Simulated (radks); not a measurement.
The numbers below are computed, except where a source is named.
Effect of the nuclear size on neutral arsenic, [Ar] 3d10 4s2 4p3. Code: a radial shooting solver on a logarithmic mesh with Libxc functionals. Model: Dirac Kohn-Sham, LDA (Slater exchange, Perdew-Wang correlation), spin-unpolarised, spherical densities, finite nucleus; open shells are shared between the two j in proportion to 2j + 1; Fermi nuclear charge, rms radius 4.0968 fm. The rms radius is varied about that value; shifts are against it.

| rms radius (fm) | total energy shift (eV) | density at nucleus (e/bohr^3) | 1s1/2 shift (meV) | 2s1/2 shift (meV) | 3p1/2 shift (meV) | 4s1/2 shift (meV) |
|---|---|---|---|---|---|---|
| 3.5028 | -0.106 | 3.576e+04 | -45.2 | -4.45 | 0.066 | -0.057 |
| 3.9657 | -0.0248 | 3.546e+04 | -10.5 | -1.04 | 0.015 | -0.013 |
| 4.0968 | 0 | 3.538e+04 | 0.000 | 0.000 | 0.000 | 0.000 |
| 4.4041 | 0.0611 | 3.521e+04 | 26.0 | 2.55 | -0.038 | 0.032 |
| 4.5597 | 0.0936 | 3.513e+04 | 39.8 | 3.91 | -0.058 | 0.050 |

Slopes of the eigenvalues against <r^2> in GHz/fm^2, as finite differences over the two radii next to the reference (eigenvalue slopes, not the field-shift constants of lines): 1s1/2 2410, 2s1/2 237, 3p1/2 -3.53, 4s1/2 3.01.
